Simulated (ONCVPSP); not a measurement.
# Before and after: ONCV potential for nitrogen (N)

* Element: nitrogen
* Generator: ONCVPSP 4.0.1
* Type: optimised norm-conserving Vanderbilt (ONCV)
* Functional: LDA (Perdew-Wang 92)
* Relativity: fully relativistic
* Frozen core: [He]
* Valence charge: 5
* Reference configuration: 2s2 2p3
* Partial waves: 2s: rc 1.10 bohr, ncon 3, nbas 7, qcut 6.3 1/bohr, local; 2p: rc 2.60 bohr, ncon 3, nbas 6, qcut 6 1/bohr, 2 projectors, debl 2.7 Ha; d scattering state at 0.27 Ha: rc 2.20 bohr, ncon 4, nbas 8, qcut 5.1 1/bohr, 2 projectors, debl 2.5 Ha
* Local potential: the s channel
* Core correction: polynomial model core, fcfact 0.15

Open shells are filled in proportion to 2j + 1.

Change: s: nproj 1; local potential polynomial inside 0.85 bohr (lpopt 5, dvloc0 2 Ha).

Cutoffs: the cutoffs (Ha) at which the residual kinetic energy of the hardest occupied pseudo-wave falls to 1 and 0.1 mHa per electron; they do not see the model core or the augmentation charge, which bear on the density cutoff. Errors are all-electron minus pseudo energies relative to the spin-unpolarised reference configuration.

Problem. How do hardness, ghosts and transferability respond?

Solution. The potential gets neither clearly harder nor softer (20 Ha and 103 Ha → 20 Ha and 103 Ha); the errors of the 4 common tests hardly move; the range in which the d5/2 phases agree narrows (upper end at the end of the scan → 3.6); the range in which the d3/2 phases agree narrows (upper end at the end of the scan → 3.7); neither file shows a bound ghost.

| quantity | base | changed |
| --- | --- | --- |
| cutoff, loose | 20 Ha | 20 Ha |
| cutoff, tight | 103 Ha | 103 Ha |
| bound ghosts | none | none |
| GHOST(+) flags under 300 eV | none | none |
| error for 2s2 2p2, meV [ΔE 13.73 eV] | +173 | +174 |
| error for 2s2 2p1, meV [ΔE 42.70 eV] | +1222 | +1219 |
| error for 2s2 2p0, meV [ΔE 89.87 eV] | +4163 | +4136 |
| error for 2s0 2p5, meV [ΔE 22.45 eV] | -150 | -148 |
| s: phases at 1.11 bohr within 0.05 rad from the reference energy up to (Ha; the scan ends near 5) | 3.5 | 3.6 |
| p3/2: phases at 2.64 bohr within 0.05 rad from the reference energy up to (Ha; the scan ends near 5) | 0.4 | 0.5 |
| p1/2: phases at 2.64 bohr within 0.05 rad from the reference energy up to (Ha; the scan ends near 5) | 0.4 | 0.5 |
| d5/2: phases at 2.23 bohr within 0.05 rad from the reference energy up to (Ha; the scan ends near 5) | to the end of the scan | 3.6 |
| d3/2: phases at 2.23 bohr within 0.05 rad from the reference energy up to (Ha; the scan ends near 5) | to the end of the scan | 3.7 |
| rms error of d²Exc/dni dnj with the model core, mHa | 8.22 | 8.22 |
